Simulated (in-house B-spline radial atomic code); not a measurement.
Successive ionisation energies of germanium; each step leads to the configuration of the next row (after the last: [Ar] 3d3/2(1)). Dirac energy differences include first-order Breit, QED and recoil terms. NIST's values go from ground level to ground level; the uncertainty of those that are theory runs from under 0.1 % in few-electron ions to several per cent in heavy many-electron ones. Computed with a B-spline radial code for spherical atoms: Dirac-Hartree-Fock, jj configuration that fills j = l - 1/2 first, finite nuclei.

A number in brackets counts the electrons of a j subshell.

```csv
ion,configuration,ionisation energy (eV),tabulated value (eV),tabulated kind,computed minus tabulated (eV),highest orbital,largest mean radius (bohr)
Ge,[Ar] 3d10 4s2 4p1/2(2),6.6,7.899435,measured,-1.3,4p1/2,2.8981
Ge+,[Ar] 3d10 4s2 4p1/2(1),15.3,15.93461,measured,-0.6,4p1/2,2.5608
Ge2+,[Ar] 3d10 4s2,32.2,34.0576,measured,-1.9,4s1/2,1.9996
Ge3+,[Ar] 3d10 4s1,44.6,45.7155,measured,-1.1,4s1/2,1.8963
Ge4+,[Ar] 3d10,88.2,90.5,measured,-2.3,3d5/2,0.71214
Ge5+,[Ar] 3d3/2(4) 3d5/2(5),115.8,115.9,semi-empirical,-0.1,3d5/2,0.68113
Ge6+,[Ar] 3d3/2(4) 3d5/2(4),145.5,144.9,tabulated theory,0.6,3d5/2,0.65417
Ge7+,[Ar] 3d3/2(4) 3d5/2(3),177.1,176.4,tabulated theory,0.7,3d5/2,0.6303
Ge8+,[Ar] 3d3/2(4) 3d5/2(2),210.5,212.5,tabulated theory,-2.0,3d5/2,0.61152
Ge9+,[Ar] 3d3/2(4) 3d5/2(1),?,?,tabulated theory,?,?,?
Ge10+,[Ar] 3d3/2(4),?,?,tabulated theory,?,?,?
Ge11+,[Ar] 3d3/2(3),?,?,tabulated theory,?,?,?
Ge12+,[Ar] 3d3/2(2),364.6,367,tabulated theory,-2.4,3d3/2,0.57285
```

Fill in the row of Ge9+.

ionisation energy (eV): 245.8; tabulated value (eV): 252.1; computed minus tabulated (eV): -6.3; highest orbital: 3d5/2; largest mean radius (bohr): 0.60202.

Fill in the row of Ge10+.

ionisation energy (eV): 285.4; tabulated value (eV): 286; computed minus tabulated (eV): -0.6; highest orbital: 3d3/2; largest mean radius (bohr): 0.59256.

Fill in the row of Ge11+.

ionisation energy (eV): 324.2; tabulated value (eV): 326; computed minus tabulated (eV): -1.8; highest orbital: 3d3/2; largest mean radius (bohr): 0.58262.

Where is the largest jump?

From Ge to Ge+, by a factor of 2.31 (6.6065 to 15.287 eV); the highest orbital goes from 4p1/2 to 4p1/2.

How far is this level of theory from the measured and semi-empirical values?

Over those 6 rows the differences run from -2.34 to -0.114 eV (mean absolute value 1.2 eV). The calculation leaves out correlation and, in open shells, the multiplet splittings that an average leaves out.
